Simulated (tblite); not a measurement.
Compound: C₆H₈F₃N₃.
Z-matrix (Å and degrees, GFN2-xTB geometry), rows numbered from 1:
```
C 
C   1  1.5278
C   2  1.5240  1  111.79
N   2  1.4502  1  108.69  3  -120.12
N   4  1.3176  2  121.69  1    78.97
N   5  1.2782  4  109.72  2  -177.60
C   6  1.3405  5  109.33  4     0.18
C   4  1.3600  2  129.11  1   -97.73
C   8  1.4813  4  124.53  2    -2.71
F   9  1.3486  8  112.54  4    58.21
F   9  1.3485  8  112.66  4   -61.10
F   9  1.3347  8  111.84  4   178.53
H   1  1.0879  2  110.74  3  -179.66
H   1  1.0859  2  109.73  3   -59.82
H   1  1.0874  2  109.83  3    59.97
H   2  1.0950  1  109.83  3   122.22
H   3  1.0863  2  109.79  1   -60.64
H   3  1.0871  2  110.49  1   179.46
H   3  1.0858  2  109.72  1    59.60
H   7  1.0693  6  122.73  5  -179.91
```

Computed with GFN2-xTB (tblite): harmonic, unscaled wavenumbers at the GFN2-xTB geometry, gas phase. This tight-binding method is rough: wavenumbers can miss measured ones by several per cent, in bad cases by 10 to 20. One conformer, not necessarily the lowest.

Harmonic wavenumbers (cm⁻¹): 34.5, 43.8, 113.2, 121.9, 144.3, 193.1, 208.3, 238.1, 285.8, 331.0, 364.4, 382.1, 429.3, 471.2, 517.0, 567.2, 657.3, 680.7, 703.9, 707.0, 837.8, 930.8, 950.7, 953.5, 978.1, 1013.4, 1016.2, 1070.5, 1083.4, 1102.0, 1146.3, 1168.8, 1204.8, 1252.4, 1290.1, 1296.4, 1338.6, 1372.3, 1399.3, 1412.7, 1432.5, 1472.8, 1480.3, 1485.9, 1493.2, 1515.4, 2950.6, 3042.9, 3048.3, 3051.0, 3059.6, 3063.9, 3065.9, 3204.0.

A = 1326, B = 821.9, C = 624.4 MHz; mass 179.067 u (most abundant isotopes); point group C1, symmetry number 1.

What is the zero-point energy?

½Σν̃ = 31689 cm⁻¹ = 90.60 kcal/mol.

Entropy at 298.15 K, 1 bar (ideal gas, RRHO, classical rotation)?

Translation 41.48, rotation 30.54, vibration 36.02: S = 108.0 cal/(mol K).

And Cp and H(298.15 K) − H(0)?

Cp = 43.97 cal/(mol K), of which vibrations give 36.02 (their classical limit is 54 R = 107.3); H(298.15 K) − H(0) = 7.91 kcal/mol without the zero-point energy, 5.54 from vibrations.

What must be added to the electronic energy to get the Gibbs energy at 298.15 K and 1 bar?

ZPE + [H(298.15 K) − H(0)] − T·S = 90.60 + 7.91 − 32.21 = 66.30 kcal/mol.

How do the functions run with temperature in this model?

| T (K) | S (cal/(mol K)) | Cp (cal/(mol K)) | H − H(0) (kcal/mol) | G − H(0) (kcal/mol) | ln q(vib) |
| --- | --- | --- | --- | --- | --- |
| 50 | 62.4 | 14.3 | 0.54 | -2.58 | 0.89 |
| 100 | 74.5 | 21.2 | 1.43 | -6.02 | 2.43 |
| 373.15 | 118.8 | 52.3 | 11.52 | -32.81 | 11.11 |
| 500 | 135.9 | 64.4 | 18.95 | -48.98 | 14.99 |
| 750 | 165.3 | 80.6 | 37.25 | -86.74 | 22.27 |
| 1000 | 190.0 | 90.5 | 58.73 | -131.23 | 28.96 |

q(vib) and H(0) count from the zero-point level.

Blend soft modes into free rotors: weight 1/[1 + (100 cm⁻¹/ν̃)⁴] for the oscillator and the rest for a rotor with moment μB/(μ + B), μ = h/(8π²ν), B = 10⁻⁴⁴ kg m². What vibrational entropy results?

32.72 cal/(mol K) in place of 36.02, which changes −T·S at 298.15 K by +0.98 kcal/mol.

Hindered rotation and anharmonicity are outside this model. Other conformers, if any are populated, would add a mixing term that is left out. The structure is chiral; the term R ln 2 for an equal mix with its mirror image is left out.
